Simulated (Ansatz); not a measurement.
A run for Ansatz (a first-principles code): R-r2SCAN/def2-TZVPP on FH5N2Sn (SMILES [NH2][SnH]([NH2])[F]), a point of a torsion scan. Elements past Kr take the def2 small-core potentials; no spin–orbit coupling.

Ansatz 0.2 input:
```yaml
crystal:
  periodic: [false, false, false]
  atoms:
    - {symbol: N, position_ang: [-1.66384364, -0.49282560, 0.47224378]}
    - {symbol: Sn, position_ang: [0.07888805, 0.41787288, 0.10589501]}
    - {symbol: N, position_ang: [1.11098039, -0.54688809, -1.34278559]}
    - {symbol: F, position_ang: [-0.39906270, 2.09460144, -0.77070107]}
    - {symbol: H, position_ang: [-1.73226797, -1.39371221, 0.01405140]}
    - {symbol: H, position_ang: [-2.45220218, 0.05949581, 0.15722878]}
    - {symbol: H, position_ang: [0.78138147, 0.95220624, 1.53825993]}
    - {symbol: H, position_ang: [1.87615197, -1.11956793, -1.00754922]}
    - {symbol: H, position_ang: [1.50689154, 0.11221813, -2.00349149]}
basis:
  gaussian:
    orbitals: def2-TZVPP
hamiltonian:
  xc: {name: r2SCAN}
scf: {lower_state_search: off}
```

The head of its log:

```
WARN ansatz: RAYON_NUM_THREADS=1 ignored (pool sized by the plan → 1); use --threads N
Functional definition: r2SCAN
these checks for a lower state are left out or cut short: stability, starts, cluster_reference, orbital_swaps, neighbouring_geometries, increment
integrals: 0.12 GiB planned
1149 factors; their error is unknown
mean field: 0.86 GiB planned
mean field evaluation 1: about -11595.1566 eV, gradient 1.0e2 eV
mean field evaluation 2: about -11525.3622 eV, gradient 1.8e2 eV
```

Task: Predict the final total energy.

Result: -426.7726 hartree.
